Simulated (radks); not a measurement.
Values are calculated unless marked as measured or tabulated.
Effect of the nuclear size on neutral lanthanum, [Xe] 5d1 6s2. Level of theory: Dirac Kohn-Sham, PBE, spin-unpolarised, spherical densities, finite nucleus; open shells are shared between the two j in proportion to 2j + 1; Fermi nuclear charge, rms radius 4.855 fm (a radial shooting solver on a logarithmic mesh with Libxc functionals). The rms radius is varied about that value; shifts are against it.

rms radius (fm)  total energy shift (eV)  density at nucleus (e/bohr^3)  1s1/2 shift (meV)  2s1/2 shift (meV)  5s1/2 shift (meV)  5p1/2 shift (meV)  6s1/2 shift (meV)  5d5/2 shift (meV)
4.0588                             -2.83                      3.646e+05              -1180               -143             -0.987              0.200             -0.061              0.116
4.3792                             -1.74                       3.59e+05               -724              -87.8             -0.607              0.123             -0.038              0.071
4.855                                  0                      3.517e+05              0.000              0.000              0.000              0.000              0.000              0.000
5.2677                              1.63                       3.46e+05                676               81.9              0.567             -0.115              0.035             -0.067
5.5638                              2.86                      3.422e+05               1190                144              0.996             -0.202              0.062             -0.117

Slopes of the eigenvalues against <r^2> in GHz/fm^2, as finite differences over the two radii next to the reference (eigenvalue slopes, not the field-shift constants of lines): 1s1/2 39500, 2s1/2 4790, 5s1/2 33.1, 5p1/2 -6.72, 6s1/2 2.06, 5d5/2 -3.89.
